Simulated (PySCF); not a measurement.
**SbCl⁻ from Hartree–Fock to correlated methods**

State: ²Π (doublet), unpaired electrons π ↑. Set-up: basis Sb def2-SVPD with ECP28, Cl def2-SVPD; scalar-relativistic core potentials; PySCF 2.14. De refers to Sb + Cl⁻ in their high-spin ground configurations, without counterpoise correction. The functionals are run spin-unrestricted. A positive dipole points towards Cl; it is taken about the centre of mass and depends on that origin.

```
      Level  Re (Å)  ωe (cm⁻¹)  De (eV)  μ (D)  CPU s a point (SCF and correlation, without the integrals)
        UHF   2.583        252      n/a  -2.96                                                        0.28
    UHF-MP2   2.559        269    0.063    n/a                                                        0.41
UHF-SCS-MP2   2.573        263    0.094    n/a                                                         n/a
   UHF-CCSD   2.577        259      n/a    n/a                                                         n/a
UHF-CCSD(T)   2.581        258    0.137    n/a                                                          12
        LDA   2.504        288     1.21  -1.93                                                        0.35
        PBE   2.559        263     0.71  -2.25                                                        0.58
       PW91   2.558        264     0.72  -2.30                                                        0.39
     r²SCAN   2.539        272     0.57  -2.15                                                        0.73
      M06-L   2.566        259     0.97  -2.23                                                        0.69
       PBE0   2.534        275     0.60  -2.28                                                         1.2
      ωB97X   2.545        269     0.96  -2.54                                                        0.84
```

Question: Which functional lies closest to UHF-CCSD(T) in De, which farthest, and by how much do they differ from it?

Answer: Closest is r²SCAN (-4.2 pm in Re, +5.4 % in ωe, +0.43 eV in De against UHF-CCSD(T) in the same basis), farthest LDA (-7.7 pm in Re, +11.6 % in ωe, +1.07 eV in De). CCSD(T) converges more slowly with the basis than the functionals do and binds too weakly in this one, so the order can change at the basis-set limit.

Question: What does a quarter of exact exchange do here, going from PBE to PBE0?

Answer: PBE0 less PBE: -2.5 pm in Re, +4.6 % in ωe, -0.11 eV in De. Exact exchange removes part of the self-interaction that spreads semilocal densities, and in most molecules shortens and stiffens the bond and lowers De; so it does here.

Question: What does the step from GGA to meta-GGA do here, going from PBE to r²SCAN?

Answer: r²SCAN less PBE: -2.0 pm in Re, +3.4 % in ωe, -0.14 eV in De. 

Correlated steps freeze 9 core orbitals. Correlated levels converge slowly with the basis: in double zeta they bind strong bonds too weakly, by up to about 1 eV, and carry superposition errors of some tenths. These are scalar-relativistic numbers at best; spin–orbit coupling would shift them, the dissociation energy most. For an ion De counts to the pair picked by the measured ionisation energies or electron affinities, which need not be the lowest pair at this level. Counting both spins, an empty level lies below a filled one in some of these solutions, because spin and occupation are held. The highest Kohn–Sham level is positive in this anion. Much of that is self-interaction error, but it also means that the finite basis helps to hold the extra electron. The state was picked by a PBE0 search and need not be the measured ground state.

The whole job (state search and all levels along the bond) took about 3 min on 1 thread of AMD EPYC 7R13 (shared host), peak memory 0.82 GiB.
